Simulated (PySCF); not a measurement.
CH11ClSi4, SMILES [SiH3][SiH]([SiH3])C[SiH2]Cl. The structure is a stationary point at PBE0-D3(BJ)/def2-SVP. This is a generated structure with no PubChem entry under its InChIKey; it may be hypothetical. The values are those of a single conformer.

Computed equilibrium geometry at PBE0-D3(BJ)/def2-SVP (PySCF confirms it by a frequency run) as Cartesian coordinates in Å (one conformer of several):
```xyz
17

Si    -2.0361    -1.8133    -1.7478
Si    -0.7796    -0.2084    -0.5871
Si    -1.5335    -0.1295     1.6363
C      1.0626    -0.6713    -0.6721
Si     2.1543     0.2519     0.5286
Cl     1.7250     2.2809     0.4274
H     -3.4925    -1.4740    -1.7195
H     -1.5910    -1.9146    -3.1734
H     -1.8459    -3.1505    -1.1011
H     -0.9925     1.1317    -1.2168
H     -1.2445    -1.4353     2.3091
H     -3.0116     0.0977     1.6559
H     -0.8591     0.9641     2.4001
H      1.4184    -0.5114    -1.7038
H      1.1688    -1.7488    -0.4523
H      1.8752    -0.1961     1.9231
H      3.6031     0.0807     0.2244
```
Charge 0, spin multiplicity 1.
